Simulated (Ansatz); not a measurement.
Harmonic frequencies (cm⁻¹) at PBE0-D4/def2-TZVP from Ansatz: 44, 57, 64, 167, 272, 332, 432, 611, 643, 662, 757, 769, 850, 861, 901, 915, 917, 974, 981, 990, 1107, 2224, 2241, 2265, 2279, 3910, 3917.

Each molecule was computed in one conformer, which needn't be the lowest.

Q: Which molecule is it?
A. `O[SiH](O)O[SiH3]`
B. `O[SiH2][SiH](O)O`
C. `C[SiH2][SiH2]Cl`
D. `O[SiH2]O[SiH2]O`

A: D.
